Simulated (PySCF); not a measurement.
**Peak assignment**

Atom-mapped SMILES (the numbers label the heavy atoms): `[CH2:1]=[C:2]1[CH:3]=[CH:4]/[C:5]1=[C:6](\[CH3:7])[O:8][SiH3:9]` (H(Xn): hydrogen on atom n). Ha(C1) is cis to C3; Hb(C1) is trans to C3.

[PySCF 2.14.0 with density-fitted response routines: geometry: PBE0-D3(BJ)/def2-SVP; shielding tensors at HF/pcSseg-1 (GIAO); equivalent nuclei averaged; no solvent model; one conformer; non-relativistic]

Shifts are taken against calculated references (same method and geometry level): TMS for ¹³C (190.85 ppm), ¹H (31.69 ppm).

Q: Assign these signals to the numbered atoms. ¹³C{¹H} NMR (computed): δ 153.0 (C), 153.0 (CH), 148.5 (CH), 137.8 (C), 126.3 (C), 104.0 (CH2), 17.1 (CH3).

A: 
| δ (ppm) | atoms | environment | reason |
| --- | --- | --- | --- |
| 153.0 | C2 | fully substituted alkene carbon | as expected for a trigonal carbon in a double bond |
| 153.0 | C4 | alkene CH | as expected for a trigonal carbon in a double bond |
| 148.5 | C3 | alkene CH | – |
| 137.8 | C6 | alkene carbon bearing oxygen | an sp2 carbon further deshielded by the attached heteroatom |
| 126.3 | C5 | β carbon of an enol-ether or enamine type C=C | – |
| 104.0 | C1 | terminal =CH2 carbon | the olefinic region |
| 17.1 | C7 | allylic methyl carbon | saturated and bonded to C and H only |

C2 and C4 lie closer than the usual error of such a calculation, so a measured spectrum could show them in the other order.

Q: Assign these signals to the numbered atoms. ¹H NMR (600 MHz, computed): δ 7.07 (d, 1H), 6.79 (d, 1H), 5.30 (br s, 1H), 4.95 (br s, 1H), 4.46 (s, 3H), 1.95 (s, 3H).

A: 
| δ (ppm) | atoms | environment | reason |
| --- | --- | --- | --- |
| 7.07 | H(C4) | hydrogen on an alkene CH | olefinic region |
| 6.79 | H(C3) | hydrogen on an alkene CH | – |
| 5.30 | Hb(C1) | hydrogen on a terminal =CH2 carbon | attached to an sp2 carbon and in the plane of the double bond |
| 4.95 | Ha(C1) | hydrogen on a terminal =CH2 carbon | – |
| 4.46 | H(Si9) | hydrogen on a silicon bonded to O | – |
| 1.95 | H(C7) | hydrogen on an allylic methyl carbon | allylic position |

Shifts are as computed. Against solution values, carbons near 30 ppm lie about -0 ppm off and those near 130 ppm about +7 ppm. Of 1211 compounds with measured shifts, 218 miss one by over three times the rms of a fit or turn the order of signals round; such compounds aren't used in these exercises. No couplings were computed; multiplicities are counted from neighbouring protons, with m where these are inequivalent, close in shift, in a saturated or five-membered ring or joined by F or P, and br s for small geminal =CH2 splittings.
